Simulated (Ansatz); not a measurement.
Consider the ligand exchange at the Si–O bond: `C[SiH2][O][GeH3]` + `CBN` → `CBN[SiH2]C` + `[OH][GeH3]`.

Computed with Ansatz on PBE0-D4/def2-TZVP structures; ΔE is electronic, products minus reactants. CBS: MP2 limit from def2 TZ/QZ plus the TZ coupled-cluster correction, frozen cores. Functionals use def2-TZVPP. B3LYP here is the variant with VWN-RPA as its local correlation; programs differ in this. For Ge outer-core shells are correlated without core-valence functions, which leaves a few kJ/mol of doubt a bond. Scalar relativity is left out up to krypton. Each species was taken in one conformer, which may not be the lowest.

| level | ΔE (kcal/mol) |
| --- | --- |
| revPBE-D4 | 13.5 |
| B3LYP-D4 | 16.2 |
| ωB97M-V | 15.7 |
| PBE-QIDH | 16.0 |

(1) What does CCSD(T)/CBS give? (Best estimate.)

Largest T1 diagnostic among the species: 0.011.

Results:

(1) Computed: +15.7 kcal/mol. The listed levels differ from it by -2.2, 0.5, 0.0, 0.3 kcal/mol.

In def2-TZVPP, CCSD(T) changes the Hartree–Fock value by −3.4 kcal/mol (the triples alone add −0.5 kcal/mol) and MP2 by −3.5 kcal/mol. Leaving LDA and LC-ωPBE aside and taking each functional with its dispersion term where it has one, the values, not all of them listed here, spread over 3.7 kcal/mol, from revPBE-D4 to BHLYP-D4.
